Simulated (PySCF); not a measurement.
# Core-level binding energies of `CN[SiH2]O[SiH3]`

Species: CH9NOSi2.
Bonds: C1–N2, N2–Si3, Si3–O4, O4–Si5. Hydrogens: H6, H7, H8 on C1; H9 on N2; H10, H11 on Si3; H12, H13, H14 on Si5.

Method used: delta-SCF UKS SCAN, pcX-2 on the ionised atom, pcseg-1 elsewhere, spin-free X2C in PySCF. These are vertical core ionisation energies against the vacuum level, from separate self-consistent calculations with and without the core hole.

Q: What binding energy does each computed site have?

A: 
```csv
atom(s),environment,level,binding energy (eV),2p1/2 (eV),above the level's lowest (eV),count
C1,N-methyl carbon,C 1s,291.64,–,0.00,1
N2,silicon-bound nitrogen,N 1s,404.34,–,0.00,1
Si3,oxygen-bound silicon,Si 2p3/2,107.17,107.80,0.00,1
Si3,oxygen-bound silicon,Si 1s,1847.18,–,+0.02,1
O4,siloxane oxygen,O 1s,537.70,–,0.00,1
Si5,oxygen-bound silicon,Si 2p3/2,107.29,107.91,+0.12,1
Si5,oxygen-bound silicon,Si 1s,1847.16,–,0.00,1
```

The 2 Si 1s values lie within 0.02 eV of each other; Gaussian lines of 0.5 eV full width would blend them into one maximum.

The 2 Si 2p3/2 values lie within 0.12 eV of each other.

Q: Give the binding energy of C 1s of C1 in hartree and in kJ/mol.

A: 291.64 eV = 10.7176 Eh = 28139 kJ/mol.

Q: What is the longest wavelength that can ionise C 1s of C1 vertically?

A: λ = hc/E = 12398.42 eV Å / 291.64 eV = 42.513 Å.

For 2p shells one spin-free hole was relaxed; a mean-field spin–orbit operator and the ground-state splitting of the three 2p orbitals were then diagonalised within the shell. The shell's mean is (2 × 2p3/2 + 2p1/2)/3, and the degeneracies 2j + 1 give areas of 2:1. 2p1/2 minus 2p3/2 (ligand field included): Si 0.63 eV. One conformer (not necessarily the lowest) at the GFN2-xTB geometry, without solvent, vibrations or thermal averaging.

Shape of the structure used: `[CH3:1][NH:2][SiH2:3][O:4][SiH3:5]`: C1–N2–Si3–O4 180°, N2–Si3–O4–Si5 79°.
